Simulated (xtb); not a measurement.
silanone (H$_{2}$OSi), singlet, geometry from GFN2-xTB. Base run: GFN2-xTB run with xtb 6.7.1.

Geometry (Å):
```xyz
4

Si     0.0669    -0.4268     0.0027
O     -0.1659     1.0591    -0.0068
H     -0.9847    -1.4340    -0.0003
H      1.3760    -1.0641     0.0164
```
All else is at xtb's defaults.
Base energy -6.86967 Eh.

Each row names what was changed in the base input (with any setting that the change needs).

```tsv
change	ΔE vs base (kcal/mol)	HOMO-LUMO gap (eV)	dipole (D)	SCF cycles
base	0.000	4.76	3.77	12
acc = 1000	0.000	4.77	3.77	8
gbsa = methanol	[?]	[?]	[?]	13
acc = 30	0.000	4.76	3.77	10
```

Q: What belongs in the gaps?

A: 
- gbsa = methanol, ΔE vs base (kcal/mol): -0.78
- gbsa = methanol, HOMO-LUMO gap (eV): 4.71
- gbsa = methanol, dipole (D): 4.00

ALPB and GBSA are two models with their own fitted parameters for each solvent, which aren't always the measured dielectric constant.
